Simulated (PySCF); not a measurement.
C6H10O (charge +1 and doublet state).
Geometry (GFN2-xTB, Å), atoms numbered from 1 in this order:
```xyz
17
C6H10O angstrom
C      2.6425    0.4356    0.1649
O      1.4307    1.1522    0.2871
C      0.2865    0.5586    0.1277
C     -0.9223    1.2298    0.2362
C     -2.0484    0.3315    0.0128
C     -1.4515   -1.0511   -0.2649
C      0.0705   -0.8797   -0.1859
H      2.7518    0.0157   -0.8396
H      3.4396    1.1534    0.3516
H      2.6968   -0.3772    0.8953
H     -1.0155    2.2786    0.4589
H     -2.7313    0.3384    0.8736
H     -2.6831    0.6962   -0.8065
H     -1.7572   -1.4182   -1.2447
H     -1.8040   -1.7822    0.4629
H      0.5193   -1.5172    0.5834
H      0.5688   -1.1523   -1.1226
```

The hyperfine couplings belong to this conformer and change with its torsions.

The species is `CO[C+]1[CH]CCC1` [radical] (charge +1).

Theory: PySCF, UKS B3LYP, pcH-1 on C H O, non-relativistic, mean-field spin-orbit, GIAO. The structure is a single GFN2-xTB conformer in the gas phase; no vibrational or solvent corrections. The geometry wasn't refined by DFT: couplings that depend on bond lengths, twists or pyramidal angles can differ widely from those at the functional's own minimum, by a factor of two or more for some ions and for spin on atoms past the first row. The SCF solution wasn't tested for stability.

The Mulliken spin populations are largest on C4 (+0.57), O2 (+0.19) and C3 (+0.13). The angles at C4 add up to 360.0°, so it is planar.

Task: McConnell's relation a(H) = Q·ρ ties the coupling of a proton on a planar π carbon to the spin population of that carbon. What Q do the computed values give?

Result: 
| H | C | ρ(C) | a(H) (G) | a/ρ (G) |
| --- | --- | --- | --- | --- |
| H11 | C4 | +0.573 | -13.63 | -23.8 |

One proton gives one ratio, Q = -23.8 G, and no test of linearity. In McConnell's picture π spin on carbon polarises the C–H bond and leaves opposite spin at the proton, which makes Q negative, as found here.

Task: List the C–H protons on four-coordinate carbons next to a three-coordinate spin centre, with their couplings and θ (C–H bond against the normal to the plane of the centre's neighbours, projected along the bond that joins the two).

Result: 
```tsv
β H	on	centre	θ (°)	cos²θ	a (G)
H12	C5	C4	33	0.70	+53.39
H13	C5	C4	33	0.70	+53.47
```

Couplings in gauss use g_iso = 2.0037.

On one thread of an Arm Neoverse V1, no GPU, shared host with 64 logical CPUs at a one-minute load of 14, this took 57 s wall (grids of density and orbitals included) and 1.0 GiB of memory at its peak.
